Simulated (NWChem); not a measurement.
# GaH2I; SMILES [GaH2][I]

```xyz
4

Ga     0.0000     0.0000    -1.5550
H      0.0000     1.4049    -2.2342
H      0.0000    -1.4049    -2.2342
I      0.0000     0.0000     0.9402
```
Atoms are numbered in this order, from 1.

Level: PBE0/def2-SVP with def2 effective core potentials on I (NWChem), optimised geometry, unscaled harmonic frequencies. def2 effective core potentials on I; no spin-orbit coupling.

| frequency (cm⁻¹) | IR intensity (km/mol) |
|---|---|
| 254 | 26.2 |
| 464 | 18.7 |
| 589 | 74.5 |
| 724 | 242.5 |
| 2003 | 85.3 |
| 2019 | 187.4 |

The zero-point energy comes out as 8.6 kcal/mol and the thermal correction to the enthalpy at 298.15 K (with zero-point energy) is 11.6 kcal/mol. The heat capacity Cv is 10.9 cal/(mol K) and the entropy at 298.15 K and 1 atm (symmetry number 2) comes out as 67.8 cal/(mol K).

Rigid rotor and harmonic oscillator.
